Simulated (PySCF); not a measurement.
**Fine-structure interval along the 19-electron series**

Calculated with PySCF 2.14 and a two-component X2C-1e Hamiltonian (Gaussian nucleus, no Breit or QED terms), each ion in its own even-tempered basis scaled to its charge; GMP2 freezes [Ne] and drops the highest virtual spinors. Values in cm⁻¹.

```tsv
ion	configuration	GHF (screened spin-orbit)	GMP2 (screened spin-orbit)	GHF (bare spin-orbit)
Cs³⁶⁺	[Ar] 3d1	150040	150080	183540
La³⁸⁺	[Ar] 3d1	179020	179110	217310
```

(1) Fill in the row of Ba³⁷⁺.

Results:

(1) configuration: [Ar] 3d1; GHF (screened spin-orbit): 164050; GMP2 (screened spin-orbit): 164120; GHF (bare spin-orbit): 199890.
